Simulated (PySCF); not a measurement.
Dipole moment and polarisability of `C=C1[C@@H]([C@H](F)Cl)[C@@H]1F`

C5H5ClF2.
Atom-mapped SMILES: `[CH2:1]=[C:2]1[C@@H:3]([C@H:4]([F:5])[Cl:6])[C@@H:7]1[F:8]` (hydrogens: H9, H10 on C1; H11 on C3; H12 on C4; H13 on C7)

Cartesian coordinates in Å at the PBE0-D3(BJ)/def2-SVP level; atoms count from 1:
```
atom  x, y, z in Å
C1     2.0198   -0.4104   -0.6522
C2     0.9267   -0.1983    0.0609
C3    -0.3197    0.5682    0.2388
C4    -1.4885    0.3517   -0.6692
F5    -1.3418    1.0793   -1.8002
Cl6   -3.0093    0.8252    0.1380
C7     0.0968   -0.5076    1.2186
F8     0.4856   -0.1289    2.4564
H9     2.2088    0.1492   -1.5726
H10    2.7665   -1.1437   -0.3348
H11   -0.2159    1.6005    0.5975
H12   -1.6005   -0.7073   -0.9477
H13   -0.4807   -1.4413    1.2394
```

Level: PBE0/def2-SVPD (PySCF), static field, nuclei fixed, core orbitals frozen in the response. The polarisability tensor in these axes (au):

```
x    95.90 -10.50 -10.12
y   -10.50  61.82  -0.93
z   -10.12  -0.93  71.25
```

**Question.** Give the principal values, the mean and the anisotropy Δα = √{½[(α1 − α2)² + (α2 − α3)² + (α1 − α3)²]}.

**Answer.** Principal values 57.67, 69.45 and 101.84 au; mean 76.32 au = 11.31 Å³ = 12.58 × 10⁻⁴⁰ C²·m²/J; Δα = 39.62 au (52 % of the mean).

**Question.** What is the dipole moment, and where does it point?

**Answer.** (1.46, -1.61, -0.88) D, 2.34 D in size, pointing from the negative to the positive side. Measured along this direction, the outermost atoms are Cl6 at the negative end and H10 at the positive end.

**Question.** How large is μ²/3kT at 273 K beside α?

**Answer.** In Gaussian units μ²/3kT = 48.54 Å³ against 11.31 Å³, a ratio of 4.29; the Debye molar polarisation (4π/3)N_A(α + μ²/3kT) is 151.0 cm³/mol, leaving out the vibrational part.

**Question.** Molar refractivity from α?

**Answer.** Lorentz–Lorenz: R = (4π/3)N_A α = 2.5225 cm³/(mol·Å³) × 11.31 Å³ = 28.5 cm³/mol, in the limit of long wavelengths.

**Question.** Give the eigenvalues of the traceless quadrupole moment Θ = ½Σq(3rr − r²1), origin at the centre of nuclear charge.

**Answer.** -10.51, 4.80, 5.72 D·Å. The values depend on the origin, since the dipole doesn't vanish. The electronic extent ⟨r²⟩ about the same centre is 1293 bohr², a root-mean-square distance of 2.27 Å for the 70 electrons.

**Question.** What would n − 1 = 2πNα be for an ideal gas of these molecules at 400 K and 1 atm, electronic part alone?

**Answer.** N = p/kT = 1.8347 × 10¹⁹ cm⁻³, so n − 1 = 2π × N × 11.31 × 10⁻²⁴ cm³ = 1304 × 10⁻⁶ at long wavelengths, for an ideal gas.

One conformer (not necessarily the lowest) at the PBE0-D3(BJ)/def2-SVP geometry, without solvent, vibrations or thermal averaging.

These values come from a run that also computed excited states. Hardware: an Arm Neoverse V1 with one thread, no GPU, on a shared host. Cost: 42 s wall.
